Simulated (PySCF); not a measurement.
**Electronic absorption of SnH2Me(NEt2)**

SnH2Me(NEt2), C5H15NSn.
SMILES: `[CH3][SnH2][N](CC)CC`

Theory: PySCF 2.14.0, density-fitted response routines, TDDFT wB97X-D/def2-SVPD, vertical, gas phase, core orbitals frozen in the response, def2 core potentials past Kr. Isolated species at its PBE0-D3(BJ)/def2-SVP geometry (one conformer only). Spin–orbit coupling is left out.

Q: Predict the UV-vis stick spectrum at this level.

A: 

```
state  E (eV)  E (kJ/mol)  λ (nm)       f  |μ| (D)  main configurations (H = HOMO, L = LUMO)
   S1    5.25         507   236.1   0.019     0.98                   H→L+1 (74%), H→L+2 (9%)
   S2    5.72         552   216.6  0.0092     0.65                                 H→L (78%)
   S3    5.92         572   209.3   0.033     1.21                               H→L+2 (75%)
   S4    6.34         612   195.5  0.0098     0.64                  H→L+3 (67%), H→L+6 (11%)
   S5    6.59         636   188.2  0.0091     0.60     H→L+4 (53%), H→L+3 (20%), H→L+6 (17%)
   S6    6.88         664   180.2   0.027     1.01         H→L+5 (54%), H→L (8%), H→L+4 (8%)
   S7    7.08         683   175.2   0.019     0.84     H→L+6 (43%), H→L+7 (30%), H→L+5 (13%)
   S8    7.16         691   173.1   0.025     0.95      H→L+7 (62%), H→L+6 (13%), H→L+5 (9%)
   S9    7.54         728   164.3   0.034     1.08                  H→L+8 (62%), H→L+9 (11%)
  S10    7.82         755   158.5   0.014     0.69                H-2→L+1 (66%), H→L+10 (8%)
```

Triplets, Tamm–Dancoff:

```tsv
state	E (eV)	λ (nm)	main configurations (H = HOMO, L = LUMO)
T1	4.84	255.9	H→L+1 (52%), H→L+2 (22%)
T2	5.60	221.4	H→L (67%), H→L+1 (17%)
T3	5.69	217.9	H→L+2 (59%), H→L (13%), H→L+1 (12%)
T4	6.28	197.3	H→L+3 (62%), H→L+6 (13%), H→L+4 (10%)
```

The lowest singlet lies at 5.25 eV (236 nm, ultraviolet) and is weak; its leading configuration is HOMO→LUMO+1 (74%). The largest oscillator strength of a single state is 0.034. Löwdin shares by element: HOMO nitrogen 56%, carbon 21% or more (atoms not listed hold the other 23%); LUMO tin 51%, hydrogen 18% or more, carbon 7% or more (atoms not listed hold the other 24%). Orbital energies (eV): HOMO-3 -10.68, HOMO-2 -10.31, HOMO-1 -10.17, HOMO -7.58, LUMO 1.79, LUMO+1 1.99, LUMO+2 2.07. Of the 10 states listed, 7 reach f = 0.01 and none stays under 0.0005. Weighted by f, the mean energy of these states is 6.71 eV. The window holds the lowest 10 singlets.
